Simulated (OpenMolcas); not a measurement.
An atom or ion with 6 electrons was computed by SS-RASPT2, IPEA 0.25 Eh, imaginary shift 0.1 Eh with spin-orbit coupling (OpenMolcas, ANO-RCC-VTZP, DKH2). The lowest levels that the run gave, each within 12 % of the measured value where one is at hand:

| J | Parity | E (cm⁻¹) | g |
| --- | --- | --- | --- |
| 0 | even | 0.0 |  |
| 1 | even | 399 | 1.501 |
| 2 | even | 1150 | 1.501 |
| 2 | even | 30944 | 1.000 |
| 0 | even | 64805 |  |
| 2 | odd | 87258 | 2.002 |
| 2 | odd | 176236 | 1.167 |
| 1 | odd | 176237 | 0.499 |
| 3 | odd | 176251 | 1.334 |
| 0 | odd | 209054 |  |
| 1 | odd | 209059 | 1.501 |
| 2 | odd | 209068 | 1.501 |

**Question.** Which ion is it, and what are the configurations and terms?

**Answer.** Ne V (Z = 10, charge +4; active space 4 electrons in 9 orbitals (RAS2 2s 2p; RAS3 3d, at most 2 electrons)). J, parity and g give the terms where levels are pure, and mixed ones are named by the computed weights; the size of the splittings, set against known spectra of the 6-electron sequence, gives the charge. In order, with the measured energies in cm⁻¹ (NIST levels in Podobedova, Fuhr, Reader and Wiese, J. Phys. Chem. Ref. Data 33, 525 (2004)): 2s² 2p² ³P₀, 2s² 2p² ³P₁ (412), 2s² 2p² ³P₂ (1110), 2s² 2p² ¹D₂ (30292), 2s² 2p² ¹S₀ (63914), 2s 2p³ ⁵S°₂, 2s 2p³ ³D°₂ (175905), 2s 2p³ ³D°₁ (175927), 2s 2p³ ³D°₃ (175834), 2s 2p³ ³P°₀ (208193), 2s 2p³ ³P°₁, 2s 2p³ ³P°₂.

Active for correlation alone: 3d; no level in the range computed is led by a configuration that fills it, so any true level of that kind is missing. Measured partners are found by configuration, term and J. A level has none where our copy of the source lacks it or the pairing is in doubt (some pairs that miss far off the trend of their configuration count as doubtful), and it then counts in no deviation. Only configurations of the active space appear.

° marks odd parity.
